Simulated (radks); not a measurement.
The lithium anion Li-, [He] 2s2, held by a Watson sphere: a shell of charge +1 at radius R that stands for the Madelung well of a crystal (potential energy -1/R inside, -1/r outside, in hartree with lengths in bohr). Method: non-relativistic Kohn-Sham, LDA (Slater exchange, VWN5 correlation), spin-polarised, spherical densities, point nucleus; computed with a radial shooting solver on a logarithmic mesh with Libxc functionals. Response by self-consistent Sternheimer equations with the Hartree and adiabatic LDA kernel. The sphere does not respond.

| R (bohr) | e(1s) (eV) | e(2s) (eV) | <r> 2s (bohr) | sum of <r^2> (bohr^2) | X-ray form factor at sin(theta)/lambda = 0.3 1/angstrom | alpha (bohr^3) |
|---|---|---|---|---|---|---|
| 1.72 | -54.318 | -4.685 | 3.144 | 24.42 | 1.465 | 81.12 |
| 2.05 | -52.549 | -4.560 | 3.242 | 25.78 | 1.465 | 87.83 |
| 2.19 | -52.026 | -4.500 | 3.288 | 26.45 | 1.466 | 91.35 |
| 2.85 | -50.589 | -4.176 | 3.526 | 30.09 | 1.476 | 112.8 |
| 3.08 | -50.324 | -4.057 | 3.613 | 31.50 | 1.480 | 122.1 |
| 3.21 | -50.205 | -3.990 | 3.661 | 32.32 | 1.482 | 127.7 |
| 3.37 | -50.082 | -3.907 | 3.721 | 33.34 | 1.484 | 134.9 |
